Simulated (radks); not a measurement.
Dispersion coefficients C6 (hartree bohr^6) between ground-configuration atoms and ions, from the Casimir-Polder integral (3/pi) of alpha_A(iw) alpha_B(iw). Method: non-relativistic Kohn-Sham, LDA (Slater exchange, VWN5 correlation), spin-polarised, spherical densities, point nucleus; open shells are filled with parallel spins first; computed with a radial shooting solver on a logarithmic mesh with Libxc functionals. Response by self-consistent Sternheimer equations with the Hartree and adiabatic LDA kernel.

\begin{tabular}{lrrrrrrr}
C6 & Ca & Ca+ & Ca2+ & Ca3+ & Ca4+ & Ca5+ & Ca6+ \\ \hline
Ca & 1991 &  &  &  &  &  &  \\
Ca+ & 968.9 & 474.5 &  &  &  &  &  \\
Ca2+ & 88.79 & 47.71 & 11.11 &  &  &  &  \\
Ca3+ & 68.09 & 36.71 & 8.726 & 6.859 &  &  &  \\
Ca4+ & 54.28 & 29.28 & 6.993 & 5.499 & 4.410 &  &  \\
Ca5+ & 44.76 & 24.11 & 5.697 & 4.479 & 3.592 & 2.927 &  \\
Ca6+ & 37.78 & 20.29 & 4.706 & 3.697 & 2.965 & 2.416 & 1.996 \\
\end{tabular}

Static polarisabilities (bohr^3): Ca ([Ar] 4s2) 148.6, Ca+ ([Ar] 4s1) 69.02, Ca2+ ([Ar]) 3.350, Ca3+ ([Ne] 3s2 3p5) 2.548, Ca4+ ([Ne] 3s2 3p4) 2.030, Ca5+ ([Ne] 3s2 3p3) 1.685, Ca6+ ([Ne] 3s2 3p2) 1.434. The combination rule 2 Ca Cb / ((alpha_b/alpha_a) Ca + (alpha_a/alpha_b) Cb) gives 21.12 for Ca+-Ca5+, against 24.11 from the integral.
